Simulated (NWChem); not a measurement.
System: C$_{3}$H$_{4}$OSe; SMILES [SeH][C@H]1C=CO1

```xyz
9

Se    -0.0370    -1.2094    -0.0933
C      0.1246     0.6052     0.6173
C      1.0346     1.5942    -0.0485
C     -0.0881     2.2215    -0.4277
O     -1.0097     1.3642     0.1281
H      1.0810    -1.7240     0.7138
H      0.1297     0.5780     1.7171
H      2.1078     1.7189    -0.1530
H     -0.4101     3.1087    -0.9772
```
Atoms are numbered in this order, from 1.

Program: NWChem. All runs use the structure optimised with PBE0/def2-SVP.

For level TPSS/aug-cc-pVDZ:

```
Item                         Result
---------------------------  ------
highest occupied level (eV)   -5.47
orbital gap (eV)               4.20
dipole (D)                     1.92
```

**Question.** How do the values read with level TPSS/cc-pVDZ instead?

**Answer.** 
| Item | Value |
|---|---|
| highest occupied level (eV) | -5.24 |
| orbital gap (eV) | 4.32 |
| dipole (D) | 1.81 |
